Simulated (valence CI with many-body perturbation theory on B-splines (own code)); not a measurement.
**Ni VII: calculation against measured levels**

Method: configuration interaction combined with many-body perturbation theory (CI+MBPT): four valence electrons over a frozen Dirac-Fock core [Ar], radial functions for each j: 7 s, 7 p, 8 d, 6 f, 4 g, 1 h, with the one-electron correlation potential Σ1, the two-electron term Σ2, the three-electron term Σ3, Breit, model QED; selected CI, second order for the rest (own B-spline code, finite nucleus).

Set against measurement, 16 paired levels are off by 493 cm⁻¹ on average, the worst by 1301. These come from a selection out of Corliss and Sugar, J. Phys. Chem. Ref. Data 10, 197 (1981). Levels without a partner in it may be off by more, other configurations by 1,000 to 8,000 cm⁻¹. The list stops below the first excitations out of the core. Only levels of the ground parity were solved; by the run's estimate the other parity begins above the list, which can be wrong where configurations are misplaced.

Measured levels: Corliss and Sugar, J. Phys. Chem. Ref. Data 10, 197 (1981). Pairs share parity and J, and are chosen by configuration, term and nearness in energy; levels without a clear partner are left out. Energies in cm⁻¹ above the measured ground level.

Letters in brackets count levels of one name in rising energy.

| Computed label | Label in the source | Measured | Computed | Difference |
| --- | --- | --- | --- | --- |
| 3d4 5D_0 | 3d4 5D | 0 | 0.0 | 0 |
| 3d4 5D_1 | 3d4 5D | 279 | 278.7 | 0 |
| 3d4 5D_2 | 3d4 5D | 804 | 797.2 | -7 |
| 3d4 5D_3 | 3d4 5D | 1520 | 1510.1 | -10 |
| 3d4 5D_4 | 3d4 5D | 2392 | 2374.4 | -18 |
| 3d4 3P_0 [a] | 3d4 3P | 30077 | 30408.3 | +331 |
| 3d4 3H_4 | 3d4 3H | 31672 | 30419.9 | -1252 |
| 3d4 3P_1 [a] | 3d4 3P | 31836 | 32142.9 | +307 |
| 3d4 3H_5 | 3d4 3H | 32286 | 31006.0 | -1280 |
| 3d4 3H_6 | 3d4 3H | 32877 | 31576.1 | -1301 |
| 3d4 3F_2 [a] | 3d4 3F | 34247 | 33989.9 | -257 |
| 3d4 3F_3 [a] | 3d4 3F | 34317 | 34006.1 | -311 |
| 3d4 3P_2 [a] | 3d4 3P | 34555 | 34823.2 | +268 |
| 3d4 3F_4 [a] | 3d4 3F | 34576 | 34240.5 | -336 |
| 3d4 3G_3 | 3d4 3G | 38160 | 37456.0 | -704 |
| 3d4 3G_4 | 3d4 3G | 38746 | 38017.5 | -729 |
| 3d4 3G_5 | 3d4 3G | 39247 | 38469.5 | -778 |

Over 16 excited levels the mean absolute difference is 493 cm⁻¹, the median 321 and the largest 1301. The comparison draws on a selection of the measured levels: 17 of the 42 computed ones have a partner in it, and others may be off by more.
